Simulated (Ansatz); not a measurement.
# Worked example: Al(CH3)3(SH2) + SiH(NH2)2(SiH3) → AlH(CH3)2(SH2) + Si(CH3)(NH2)2(SiH3)

Gas-phase species: Al(CH3)3(SH2), singlet; SiH(NH2)2(SiH3), singlet; AlH(CH3)2(SH2), singlet; Si(CH3)(NH2)2(SiH3), singlet. The partners trade CH3 for H: Al–CH3 and Si–H bonds give way to Al–H and Si–CH3.

Shapes, held fixed at every level: PBE0-D4/def2-TZVP. Flexible molecules stand in one conformer, not always the lowest. Programs: Ansatz 0.2.0. Electronic energies: no zero-point or thermal term.

At CCSD(T)/CBS estimate; 1 Eh = 2625.50 kJ/mol:

| species | energy (Eh) |
| --- | --- |
| Al(CH3)3(SH2) | -760.603063 |
| SiH(NH2)2(SiH3) | -692.431449 |
| AlH(CH3)2(SH2) | -721.326816 |
| Si(CH3)(NH2)2(SiH3) | -731.710430 |

Question: Work out ΔE of the reaction at this level.

Answer: 
1. Products less reactants: (-721.326816) + (-731.710430) − [(-760.603063) + (-692.431449)] = -0.002734 Eh = -7.2 kJ/mol.

Other levels give -9.2 (wB97X-V/def2-TZVPP) to -7.3 kJ/mol (MP2/def2-TZVPP). No measured value is set beside it here. The CBS estimate extrapolates MP2 from def2-TZVPP and def2-QZVPP and adds CCSD(T) − MP2 in the triple-zeta set, cores frozen.
